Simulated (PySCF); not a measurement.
Predicted microwave data (B3LYP/def2-SVPD in PySCF (dipole) on a GFN2-xTB geometry, gas phase) for one isomer of C6H11P:

- Rotational constants: A = 2826, B = 1605, C = 1116 MHz
- Dipole components: |μa| = 1.26 D, |μb| = 1.63 D, |μc| = 0.45 D
- Inertial defect: -40.91 u·Å²
- κ: -0.43

**Question.** Which structure is it? (One computed conformer of each.)
A. `[CH:1]#[C:2][CH2:3][PH:4][CH2:5][CH2:6][CH3:7]` with C2–C3–P4–C5 87°, C3–P4–C5–C6 -77°, P4–C5–C6–C7 -173°
B. `[CH3:1][C:2]1=[C:3]([CH:4]([CH3:5])[CH3:6])[PH:7]1` with C2–C3–C4–C5 122°
C. `[CH3:1][CH2:2][C@@H:3]([CH3:4])[P:5]1[CH:6]=[CH:7]1` with C1–C2–C3–C4 175°, C2–C3–P5–C6 112°
D. `[CH3:1][CH2:2][C:3]1=[CH:4][PH:5][CH2:6][CH2:7]1` with C1–C2–C3–C4 118°, C3–C4–P5–C6 -12°, C4–P5–C6–C7 22°, P5–C6–C7–C3 -27°, C2–C3–C7–C6 -162°
E. `C1CP2CCC1C2`
F. `[CH2:1]=[CH:2][P:3]([CH3:4])[CH:5]1[CH2:6][CH2:7]1` with C1–C2–P3–C4 133°, C2–P3–C5–C6 -167°

**Answer.** B. It is CC1=C(C(C)C)P1, an asymmetric top, point group C1. The candidates at the same level (rigid rotor, commonest isotopes):

```csv
SMILES,A (MHz),B (MHz),C (MHz),μa (D),μb (D),μc (D),Δ (u·Å²),point group,rotor
C1CP2CCC1C2,2892,2727,2194,1.46,0.00,0.21,-129.75,Cs,asymmetric top
CC1=C(C(C)C)P1,2826,1605,1116,1.26,1.63,0.45,-40.91,C1,asymmetric top
C=CP(C)C1CC1,2865,1849,1269,0.21,0.05,1.13,-51.43,C1,asymmetric top
C#CCPCCC,2621,1399,997.0,0.66,0.07,1.11,-47.20,C1,asymmetric top
CCC1=CPCC1,4857,1320,1141,1.74,0.92,0.03,-44.04,C1,near-prolate asymmetric top
CC[C@@H](C)P1C=C1,3016,1746,1287,0.09,0.01,1.36,-64.38,C1,asymmetric top
```

`C=CP(C)C1CC1` has B 15 % too high; `C#CCPCCC` has B 13 % too low; `CCC1=CPCC1` has A 72 % too high; `C1CP2CCC1C2` has C 97 % too high; `CC[C@@H](C)P1C=C1` has C 15 % too high. No structure here is proved a minimum.
